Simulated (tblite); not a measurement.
Compound: C8H16N2.
Bonds: C1–C2 (double), C2–C3, C3–N4, N4–C5, N4–N6, N6–C7, C7–C8, C8–C9, C9–C10, N6–C10. Hydrogens: H11, H12 on C1; H13 on C2; H14, H15 on C3; H16, H17, H18 on C5; H19, H20 on C7; H21, H22 on C8; H23, H24 on C9; H25, H26 on C10.

Computed with GFN2-xTB (tblite), gas phase: L-BFGS steps from a force-field or distance-geometry start until the largest atomic force falls under 0.01 eV/Å.

Step 102: E = -845.6284 eV
```
atom  x, y, z in Å  |  force x, y, z in eV/Å
C1      4.0666   -0.2029   -0.3319   -0.008   0.001   0.014
C2      2.8875   -0.6251    0.0846   -0.007   0.001  -0.012
C3      1.6600    0.2269    0.1715   -0.013   0.005  -0.003
N4      0.4864   -0.5300   -0.2686    0.009   0.020  -0.055
C5      0.6216   -0.8184   -1.6858    0.003  -0.001  -0.027
N6     -0.7138    0.2849   -0.0343    0.013  -0.017  -0.009
C7     -1.9160   -0.3052   -0.6124    0.020   0.014   0.006
C8     -3.0237    0.4436    0.1162    0.009  -0.007  -0.021
C9     -2.5118    0.4793    1.5571    0.022   0.005  -0.021
C10    -0.9862    0.3727    1.4058    0.018  -0.015  -0.009
H11     4.2266    0.8128   -0.6570   -0.022  -0.013  -0.003
H12     4.9275   -0.8490   -0.3550    0.003  -0.003   0.004
H13     2.7442   -1.6477    0.4074    0.015   0.009   0.020
H14     1.5108    0.5010    1.2190    0.005  -0.013   0.016
H15     1.7925    1.1563   -0.4056   -0.018  -0.009  -0.016
H16     1.5826   -1.3067   -1.8395   -0.001   0.008   0.015
H17     0.5893    0.0909   -2.3039   -0.009  -0.023   0.012
H18    -0.1632   -1.5002   -2.0062    0.022  -0.005   0.000
H19    -1.9798   -1.3881   -0.4113   -0.016   0.046   0.007
H20    -1.9513   -0.1383   -1.6903    0.011   0.017   0.035
H21    -3.9919   -0.0413    0.0162   -0.020  -0.020   0.007
H22    -3.0911    1.4543   -0.2849   -0.017   0.017   0.004
H23    -2.9004   -0.3660    2.1249    0.006   0.004  -0.003
H24    -2.8033    1.3961    2.0664   -0.010  -0.015   0.018
H25    -0.6003   -0.5176    1.9194   -0.002  -0.005   0.034
H26    -0.4838    1.2548    1.8114   -0.014   0.001  -0.014
```

Step 103: E = -845.6290 eV
```
atom  x, y, z in Å  |  force x, y, z in eV/Å
C1      4.0665   -0.2045   -0.3346   -0.012   0.006   0.008
C2      2.8875   -0.6251    0.0844    0.002   0.000   0.002
C3      1.6602    0.2278    0.1704   -0.005  -0.002  -0.002
N4      0.4859   -0.5295   -0.2670    0.012   0.018  -0.064
C5      0.6216   -0.8210   -1.6838    0.007   0.007  -0.030
N6     -0.7128    0.2876   -0.0340    0.004  -0.029   0.000
C7     -1.9153   -0.3015   -0.6129    0.021   0.008   0.000
C8     -3.0234    0.4464    0.1158    0.011  -0.012  -0.024
C9     -2.5128    0.4739    1.5570    0.011   0.009  -0.017
C10    -0.9864    0.3751    1.4061    0.000  -0.011   0.008
H11     4.2254    0.8102   -0.6646   -0.021  -0.025   0.001
H12     4.9277   -0.8508   -0.3565   -0.007   0.004   0.006
H13     2.7454   -1.6462    0.4131    0.013   0.015   0.015
H14     1.5111    0.5034    1.2178    0.009  -0.007   0.006
H15     1.7935    1.1554   -0.4099   -0.023  -0.012  -0.004
H16     1.5828   -1.3111   -1.8339   -0.016   0.007   0.009
H17     0.5936    0.0887   -2.3023   -0.011  -0.035   0.011
H18    -0.1646   -1.5010   -2.0060    0.038   0.005   0.011
H19    -1.9785   -1.3845   -0.4122   -0.020   0.047   0.006
H20    -1.9500   -0.1347   -1.6907    0.011   0.022   0.030
H21    -3.9919   -0.0378    0.0140   -0.018  -0.014   0.000
H22    -3.0892    1.4589   -0.2819   -0.016   0.008   0.010
H23    -2.9000   -0.3773    2.1172    0.016   0.003  -0.003
H24    -2.8091    1.3851    2.0730   -0.009  -0.009   0.021
H25    -0.5968   -0.5117    1.9232    0.002   0.000   0.019
H26    -0.4914    1.2614    1.8113    0.000   0.000  -0.018
```

Step 104: E = -845.6297 eV
```
atom  x, y, z in Å  |  force x, y, z in eV/Å
C1      4.0655   -0.2079   -0.3408   -0.035   0.000   0.010
C2      2.8867   -0.6240    0.0846    0.034   0.007   0.014
C3      1.6607    0.2311    0.1693    0.002  -0.010  -0.003
N4      0.4858   -0.5271   -0.2646    0.008   0.005  -0.045
C5      0.6230   -0.8260   -1.6793    0.011   0.013  -0.025
N6     -0.7114    0.2922   -0.0335   -0.006  -0.028   0.012
C7     -1.9137   -0.2946   -0.6144    0.012   0.004  -0.004
C8     -3.0227    0.4512    0.1147    0.007  -0.011  -0.011
C9     -2.5153    0.4627    1.5570   -0.004   0.009  -0.002
C10    -0.9874    0.3800    1.4066   -0.016  -0.003   0.026
H11     4.2242    0.8045   -0.6783   -0.020  -0.031   0.001
H12     4.9258   -0.8557   -0.3623   -0.013   0.009   0.009
H13     2.7452   -1.6422    0.4230    0.012   0.017   0.007
H14     1.5119    0.5100    1.2162    0.012   0.000  -0.007
H15     1.7950    1.1552   -0.4164   -0.027  -0.010   0.008
H16     1.5829   -1.3210   -1.8217   -0.025   0.004  -0.005
H17     0.6031    0.0824   -2.3000   -0.014  -0.038  -0.004
H18    -0.1659   -1.5029   -2.0027    0.048   0.012   0.018
H19    -1.9773   -1.3772   -0.4146   -0.025   0.030   0.006
H20    -1.9477   -0.1276   -1.6916    0.015   0.031   0.013
H21    -3.9926   -0.0298    0.0078   -0.007  -0.005  -0.010
H22    -3.0837    1.4676   -0.2747   -0.017  -0.006   0.016
H23    -2.8977   -0.4013    2.1023    0.034   0.017  -0.012
H24    -2.8218    1.3625    2.0880    0.001  -0.019   0.009
H25    -0.5884   -0.4998    1.9292    0.003   0.011   0.001
H26    -0.5052    1.2747    1.8094    0.012  -0.007  -0.022
```

**Question.** Estimate the geometry and energy of step 105. (The exact step hangs on the optimiser's Hessian estimate; all steps are aligned on step 104, rigid shifts and turns removed.)

**Answer.** E = -845.6302 eV, largest force 0.044 eV/Å
```
atom  x, y, z in Å  |  force x, y, z in eV/Å
C1      4.0639   -0.2104   -0.3448   -0.010   0.002   0.000
C2      2.8861   -0.6232    0.0853    0.011   0.000   0.030
C3      1.6609    0.2333    0.1688    0.010  -0.012  -0.001
N4      0.4860   -0.5248   -0.2640    0.005  -0.011  -0.010
C5      0.6248   -0.8286   -1.6771    0.011   0.013  -0.009
N6     -0.7106    0.2948   -0.0331   -0.009  -0.016   0.017
C7     -1.9126   -0.2900   -0.6155   -0.001   0.002  -0.004
C8     -3.0223    0.4537    0.1140   -0.005  -0.001   0.002
C9     -2.5167    0.4560    1.5569   -0.009   0.006   0.005
C10    -0.9882    0.3828    1.4071   -0.020   0.002   0.027
H11     4.2226    0.8004   -0.6867   -0.019  -0.028  -0.003
H12     4.9234   -0.8596   -0.3673   -0.017   0.013   0.013
H13     2.7443   -1.6394    0.4301    0.012   0.016   0.002
H14     1.5127    0.5144    1.2154    0.010   0.002  -0.016
H15     1.7958    1.1554   -0.4199   -0.025  -0.004   0.013
H16     1.5836   -1.3267   -1.8136   -0.017  -0.002  -0.017
H17     0.6097    0.0779   -2.2991   -0.016  -0.021  -0.027
H18    -0.1646   -1.5042   -2.0005    0.037   0.007   0.015
H19    -1.9771   -1.3720   -0.4161   -0.025   0.006   0.004
H20    -1.9465   -0.1226   -1.6922    0.019   0.036  -0.003
H21    -3.9932   -0.0258    0.0043    0.008   0.002  -0.016
H22    -3.0813    1.4727   -0.2697   -0.017  -0.016   0.017
H23    -2.8952   -0.4154    2.0935    0.038   0.018  -0.014
H24    -2.8295    1.3485    2.0970    0.006  -0.020   0.001
H25    -0.5836   -0.4926    1.9328    0.003   0.014  -0.007
H26    -0.5134    1.2824    1.8077    0.019  -0.007  -0.021
```

The energy changes by -0.0005 eV. The first-order estimate −F·Δx gives -0.0007 eV and the mean of the old and new forces, exact on a quadratic surface, -0.0005 eV. The step makes an angle of 84° with the force vector and moves no atom by more than 0.018 Å.
